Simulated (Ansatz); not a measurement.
`N/C=C/[CH2][AlH2]` + H₂O → `[OH][AlH2]` + `C/C=C/N` at 400 K and 1 bar (formal hydrolysis of the Al–C bond).

Gas-phase electronic energies from Ansatz, PBE0-D4/def2-TZVP geometries. CBS: MP2 limit from def2 TZ/QZ plus the TZ coupled-cluster correction, frozen cores. This one scheme is used for every species. Double bonds are as drawn, so ΔE can hold a change between cis and trans. Each species was taken in one conformer, which may not be the lowest.

```
            species  CCSD(T)/CBS energy (Eh)  H − E (kJ/mol)  S (J/(mol·K))
`N/C=C/[CH2][AlH2]`               -415.65527           299.7          372.6
                H₂O                -76.37941            69.8          198.6
       `[OH][AlH2]`               -319.03157            88.7          271.1
          `C/C=C/N`               -173.05160           281.8          320.9
```

H − E and S are ideal-gas, rigid-rotor, harmonic terms from PBE0-D4/def2-TZVP, for one conformer and one mirror image of each species. 1 Eh = 2625.50 kJ/mol, R = 8.31446 J/(mol·K).

By hand: ΔE, ΔH, ΔS and ΔG.

ΔE = (-319.03157) + (-173.05160) − (-415.65527) − (-76.37941) = -0.04849 Eh = -127.3 kJ/mol. Δ(H − E) = 88.7 + 281.8 − 299.7 − 69.8 = 1.0, so ΔH = -126.3 kJ/mol. ΔS = 271.1 + 320.9 − 372.6 − 198.6 = 20.8 J/(mol·K). ΔG = -126.3 − 400 × (20.8)/1000 = -134.6 kJ/mol.

By hand: the equilibrium constant, and the temperature at which ΔG would vanish if ΔH and ΔS stayed fixed.

log₁₀ K = −ΔG/(RT ln 10) = 17.6. ΔH and −TΔS have one sign here, so there is no such temperature.

ΔH outweighs TΔS. A doubt of 5 kJ/mol in ΔE shifts log₁₀ K by 0.7 here. Other conformers and mirror images would add mixing entropy, several J/(mol·K) or more a flexible species. These are equilibria of isolated gas molecules and say nothing of rates. Largest T1 diagnostic: 0.012 (customary marks: 0.02 for closed shells, 0.045 for open ones).
